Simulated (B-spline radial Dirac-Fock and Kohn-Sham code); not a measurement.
**L-shell conversion coefficients of Tm against transition energy**

Model: a Dirac-Hartree-Slater potential of the neutral atom with a Latter tail (no hole, which puts coefficients of high multipoles low close above an edge), finite nucleus with surface currents. Program: an atomic code on a B-spline grid. Subshells within 1 keV of threshold and pair formation are left out.

```csv
energy (keV),E1,E2,E3,E4,M1,M3
12.4,14.2,44500,9.14e+06,3.76e+08,190,3.61e+07
14.3,9.70,21700,3.94e+06,1.79e+08,124,1.41e+07
15.1,8.39,16500,2.86e+06,1.33e+08,105,9.82e+06
20,3.93,4040,542000,2.53e+07,45.6,1.57e+06
20.1,3.88,3940,526000,2.46e+07,44.9,1.52e+06
24.7,2.21,1410,155000,6.82e+06,24.3,405000
25.8,1.96,1130,120000,5.17e+06,21.3,307000
26.1,1.90,1070,112000,4.81e+06,20.6,285000
39.8,0.590,132,9250,315000,5.90,20600
42.4,0.495,96.6,6370,208000,4.90,14000
47,0.372,58.3,3480,106000,3.61,7540
50,0.313,43.1,2420,70700,3.01,5210
61.9,0.172,15.3,693,17300,1.61,1490
100,0.0453,1.58,43.3,746,0.398,101
126,0.0239,0.553,11.7,167,0.205,29.6
200,0.00683,0.0755,0.938,9.02,0.0556,2.93
289,0.00262,0.0178,0.144,0.999,0.0202,0.539
338,0.00177,0.0101,0.0681,0.411,0.0132,0.273
500,0.000702,0.00281,0.0125,0.0531,0.00469,0.0555
614,0.000446,0.00155,0.00571,0.0204,0.00276,0.0256
633,0.000418,0.00143,0.00512,0.0178,0.00255,0.0229
708,0.000331,0.00106,0.00347,0.0111,0.00192,0.0153
1000,0.000167,0.000462,0.00120,0.00300,0.000807,0.00480
1060,0.000150,0.000405,0.00102,0.00246,0.000699,0.00399
1280,0.000106,0.000270,0.000621,0.00135,0.000440,0.00223
2000,4.94e-05,0.000111,0.000218,0.000394,0.000151,0.000627
2050,4.74e-05,0.000106,0.000206,0.000370,0.000143,0.000587
```

Question: How fast do they fall between 1280 and 2050 keV?

Answer: As powers of the energy: E1 E^-1.71, E2 E^-1.99, E3 E^-2.34, E4 E^-2.74, M1 E^-2.39, M3 E^-2.84. Within one type (E or M) the higher multipoles fall faster.

Values without a named source are computed, but for edge energies of neutral atoms, which are taken from tables.
